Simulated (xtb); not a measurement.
xtb input (GFN2-xTB):

```bash
xtb mol.xyz --gfn 2 --ohess tight --chrg 1 --uhf 0
```
mol.xyz:
```
2

Si     0.07465666    -0.07458450    -0.99605667
Cl    -0.05830236     0.06417363     0.94812571
```

End of the output:

```
   ------------------------------------------------------------------------

         :::::::::::::::::::::::::::::::::::::::::::::::::::::
         ::                  THERMODYNAMIC                  ::
         :::::::::::::::::::::::::::::::::::::::::::::::::::::
Note: The following floating-point exceptions are signalling: IEEE_UNDERFLOW_FLAG IEEE_DENORMAL
normal termination of xtb
         :: total free energy          -5.847693212717 Eh   ::
         ::.................................................::
         :: total energy               -5.827145825486 Eh   ::
         :: zero point energy           0.001548104704 Eh   ::
         :: G(RRHO) w/o ZPVE           -0.022095491935 Eh   ::
         :: G(RRHO) contrib.           -0.020547387231 Eh   ::
         :::::::::::::::::::::::::::::::::::::::::::::::::::::

optimized geometry written to: xtbopt.xyz

           -------------------------------------------------
          | TOTAL ENERGY               -5.827145825486 Eh   |
          | TOTAL ENTHALPY             -5.822171822119 Eh   |
          | TOTAL FREE ENERGY          -5.847693212717 Eh   |
          | GRADIENT NORM               0.000005906898 Eh/α |
          | HOMO-LUMO GAP               3.650957678134 eV   |
           -------------------------------------------------

------------------------------------------------------------------------
------------------------------------------------------------------------
 total:
 SCF:
 ANC optimizer:
 analytical hessian:
```
